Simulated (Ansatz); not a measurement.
CH9AlOSi2 (`[SiH3]C[O][AlH][SiH3]`). Charge 0, multiplicity 1.

| atom | x (Å) | y (Å) | z (Å) |
| --- | --- | --- | --- |
| Si1 | -0.019 | -2.087 | -0.894 |
| C2 | 0.836 | -0.448 | -1.285 |
| O3 | 1.510 | 0.021 | -0.141 |
| Al4 | 1.053 | 0.984 | 1.176 |
| Si5 | -1.226 | 1.898 | 1.216 |
| H6 | -0.800 | -2.580 | -2.061 |
| H7 | 0.979 | -3.112 | -0.496 |
| H8 | -0.944 | -1.853 | 0.252 |
| H9 | 0.089 | 0.273 | -1.647 |
| H10 | 1.559 | -0.580 | -2.099 |
| H11 | 2.169 | 1.193 | 2.275 |
| H12 | -1.232 | 3.365 | 1.487 |
| H13 | -1.941 | 1.675 | -0.073 |
| H14 | -2.034 | 1.251 | 2.290 |

(1) Give the diagnostics of a CCSD(T)/def2-TZVPP run (frozen core, Ansatz 0.2.0). (Estimate.)

Answers

(1) Computed: T1 = 0.0140, largest single amplitude 0.028, largest double 0.023, (T) share of the correlation energy 3.5 %, 10 CCSD cycles. The RHF solution is stable towards an unrestricted one. T1 lies under the customary mark of 0.02 for closed shells.
